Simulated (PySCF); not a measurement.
C4H3O (SMILES [c-]1ccoc1), charge -1, singlet, geometry from GFN2-xTB; M062X/def2-SV(P) (PySCF).

Here is a job for PySCF.
```python
from pyscf import gto, scf, dft

mol = gto.M(
    atom='''
O     0.00331424   -0.00072523    1.15085558
C    -0.00480857    1.10916172    0.26448605
C     0.00618756   -1.05863609    0.30308132
C    -0.00715679    0.81484723   -1.06555540
C     0.00039392   -0.64547339   -0.98975849
H    -0.00807905    2.06158188    0.79005941
H     0.01244746   -2.04160206    0.76339482
H     0.00142101   -1.33357490   -1.83381975
''',
    basis='def2-sv(p)',
    charge=-1,
    verbose=4,
)

mf = dft.RKS(mol)
mf.xc = 'm062x'
mf.conv_tol = 1e-11
mf.kernel()
```

What the program printed (banner, timings and long lists left out):

```
PySCF version 2.14.0

[INPUT] verbose = 4
[INPUT] num. atoms = 8
[INPUT] num. electrons = 36
[INPUT] charge = -1
[INPUT] spin (= nelec alpha-beta = 2S) = 0
[INPUT] symmetry False subgroup None
[INPUT] Mole.unit = angstrom
[INPUT] Symbol           X                Y                Z      unit          X                Y                Z       unit  Magmom
[INPUT]  1 O      0.003314240000  -0.000725230000   1.150855580000 AA    0.006263005911  -0.001370486077   2.174801855127 Bohr   0.0
[INPUT]  2 C     -0.004808570000   1.109161720000   0.264486050000 AA   -0.009086880351   2.096011878652   0.499806198268 Bohr   0.0
[INPUT]  3 C      0.006187560000  -1.058636090000   0.303081320000 AA    0.011692793779  -2.000532275680   0.572740688272 Bohr   0.0
[INPUT]  4 C     -0.007156790000   0.814847230000  -1.065555400000 AA   -0.013524373031   1.539838098060  -2.013607876551 Bohr   0.0
[INPUT]  5 C      0.000393920000  -0.645473390000  -0.989758490000 AA    0.000744400915  -1.219767927795  -1.870372475563 Bohr   0.0
[INPUT]  6 H     -0.008079050000   2.061581880000   0.790059410000 AA   -0.015267191847   3.895825136566   1.492995907035 Bohr   0.0
[INPUT]  7 H      0.012447460000  -2.041602060000   0.763394820000 AA    0.023522290346  -3.858068748748   1.442607134712 Bohr   0.0
[INPUT]  8 H      0.001421010000  -1.333574900000  -1.833819750000 AA    0.002685319720  -2.520091327594  -3.465417089318 Bohr   0.0

nuclear repulsion = 150.781885698735
number of shells = 36
number of NR pGTOs = 132
number of NR cGTOs = 76
basis = def2-sv(p)
ecp = {}

******** <class 'pyscf.dft.rks.RKS'> ********
method = RKS
initial guess = minao
damping factor = 0
level_shift factor = 0
DIIS = <class 'pyscf.scf.diis.CDIIS'>
diis_start_cycle = 1
diis_space = 8
diis_damp = 0
SCF conv_tol = 1e-11
SCF conv_tol_grad = None
SCF max_cycles = 50
direct_scf = True
direct_scf_tol = 1e-13
XC library pyscf.dft.libxc version 7.1.2
    S. Lehtola, C. Steigemann, M. J. T. Oliveira, and M. A. L. Marques,  SoftwareX 7, 1–5 (2018)
XC functionals = m062x
    Y. Zhao and D. G. Truhlar,  Theor. Chem. Acc. 120, 215 (2008)
    Y. Zhao and D. G. Truhlar,  Theor. Chem. Acc. 120, 215 (2008)
radial grids:
    Treutler-Ahlrichs [JCP 102, 346 (1995); DOI:10.1063/1.469408] (M4) radial grids

becke partition: Becke, JCP 88, 2547 (1988); DOI:10.1063/1.454033
pruning grids: <function nwchem_prune>
grids dens level: 3
symmetrized grids: False
atomic radii adjust function: <function treutler_atomic_radii_adjust>
small_rho_cutoff = 0
Set gradient conv threshold to 3.16228e-06
Initial guess from minao.
tot grids = 99984
init E= -230.026977050348
  HOMO = -0.236555000145044  LUMO = -0.0265880794291657  gap/eV = 5.71349
cycle= 1 E= -229.004698690387  delta_E= 1.02  |g|= 0.556  |ddm|= 3.36
  HOMO = 0.102341464088045  LUMO = 0.274558189816936  gap/eV = 4.68626
cycle= 2 E= -229.014137055676  delta_E= -0.00944  |g|= 0.559  |ddm|= 1.63
  HOMO = -0.00962039556294991  LUMO = 0.279295390695573  gap/eV = 7.86180
cycle= 3 E= -229.090361657211  delta_E= -0.0762  |g|= 0.0647  |ddm|= 0.863
  HOMO = -0.013328092518138  LUMO = 0.267459581484403  gap/eV = 7.64062
cycle= 4 E= -229.091167496171  delta_E= -0.000806  |g|= 0.0406  |ddm|= 0.106
  HOMO = -0.015204893943694  LUMO = 0.270219882485343  gap/eV = 7.76680
cycle= 5 E= -229.091540895997  delta_E= -0.000373  |g|= 0.0129  |ddm|= 0.0566
  HOMO = -0.0138828743905095  LUMO = 0.270804616498139  gap/eV = 7.74674
cycle= 6 E= -229.091575016454  delta_E= -3.41e-05  |g|= 0.00368  |ddm|= 0.0154
  HOMO = -0.0143933264281575  LUMO = 0.270472986505171  gap/eV = 7.75161
cycle= 7 E= -229.091578414186  delta_E= -3.4e-06  |g|= 0.000573  |ddm|= 0.00601
  HOMO = -0.0143959045519084  LUMO = 0.27044840118727  gap/eV = 7.75101
cycle= 8 E= -229.091578524035  delta_E= -1.1e-07  |g|= 0.000386  |ddm|= 0.00183
  HOMO = -0.0144082928792963  LUMO = 0.270460504058527  gap/eV = 7.75167
cycle= 9 E= -229.091578563567  delta_E= -3.95e-08  |g|= 5.17e-05  |ddm|= 0.000592
  HOMO = -0.014415982784838  LUMO = 0.270463319352162  gap/eV = 7.75196
cycle= 10 E= -229.091578564504  delta_E= -9.37e-10  |g|= 2.82e-05  |ddm|= 0.000157
  HOMO = -0.0144136711957987  LUMO = 0.270461772890105  gap/eV = 7.75186
cycle= 11 E= -229.091578564732  delta_E= -2.27e-10  |g|= 6.24e-06  |ddm|= 5.31e-05
  HOMO = -0.0144146271244763  LUMO = 0.270461927391802  gap/eV = 7.75189
cycle= 12 E= -229.091578564746  delta_E= -1.43e-11  |g|= 1.38e-06  |ddm|= 1.55e-05
  HOMO = -0.0144144825507868  LUMO = 0.270461800740039  gap/eV = 7.75188
cycle= 13 E= -229.091578564748  delta_E= -1.88e-12  |g|= 6.91e-07  |ddm|= 5.45e-06
  HOMO = -0.0144146017344178  LUMO = 0.270461894517086  gap/eV = 7.75188
Extra cycle  E= -229.091578564748  delta_E= 2.27e-13  |g|= 7.86e-07  |ddm|= 1.68e-06
converged SCF energy = -229.091578564748
```
